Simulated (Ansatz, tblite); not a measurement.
Forces on Rb₃⁻ at its PBE0/def2-TZVPD geometry. The state is a singlet with charge -1.

In the def2 sets Rb takes a core potential; there is no spin–orbit coupling. The xTB rows come from tblite. At r2SCAN/def2-TZVPD the restricted singlet is unstable: a solution with broken spin symmetry lies lower. At r2SCAN/def2-TZVPD the highest occupied level of the charge -1 singlet lies above zero (up to 0.09 eV). By energy differences its removal costs 0.92 eV (vertical, to the charge 0 doublet, at PBE0/def2-TZVPD). The structure comes from a short search, and lower isomers may exist.

GFN2-xTB (tblite), largest force 0.16 eV/Å:

```xyz
3
positions Å, forces eV/Å
Rb   -0.276    0.937   -4.587    0.009   -0.031    0.155
Rb   -0.004   -0.013   -0.002    0.000    0.000    0.000
Rb    0.280   -0.925    4.589   -0.009    0.032   -0.155
```

r2SCAN/def2-TZVPD (Ansatz), largest force 0.01 eV/Å:

```
Rb -0.001 0.002 -0.013
Rb 0.000 0.001 0.000
Rb 0.001 -0.003 0.013
```
